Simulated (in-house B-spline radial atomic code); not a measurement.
A fraction x of an electron is removed from 3s in P3+, starting from [Ne] 3s2 and keeping the highest spin. All numbers are computed (scalar-relativistic (X2C) BLYP, spin-polarised, spherical fractional occupations; Fermi nucleus of rms radius 3.1889 fm) with a B-spline radial code for spherical atoms, not measured.

| x | E(x) - E(0) (eV) | 3s down level (eV) |
| --- | --- | --- |
| 0 | 0.0000 | -45.580 |
| 0.06 | 2.7561 | -46.290 |
| 0.21 | 9.8326 | -48.063 |
| 0.3 | 14.2061 | -49.124 |
| 0.4 | 19.1773 | -50.301 |
| 0.5 | 24.2662 | -51.477 |
| 0.58 | 28.4220 | -52.419 |
| 0.69 | 34.2597 | -53.723 |
| 0.85 | 43.0096 | -55.662 |
| 0.9 | 45.8081 | -56.282 |
| 1 | 51.4961 | - |

The exact functional would give a straight line between the two integer points. Deviations E(x) - E(0) - x[E(1) - E(0)], in eV: -0.334 at x = 0.06, -0.982 at x = 0.21, -1.243 at x = 0.3, -1.421 at x = 0.4, -1.482 at x = 0.5, -1.446 at x = 0.58, -1.273 at x = 0.69, -0.762 at x = 0.85, -0.538 at x = 0.9.

The curve lies below the straight line by up to 1.482 eV (at x = 0.5): convex, the delocalisation error that favours fractional charges.

Q: How well does Slater's transition state (minus the level at half occupation) give the ionisation energy?

A: It gives 51.477 eV against 51.496 eV from the two total energies; NIST lists 51.44 eV, ground level to ground level.
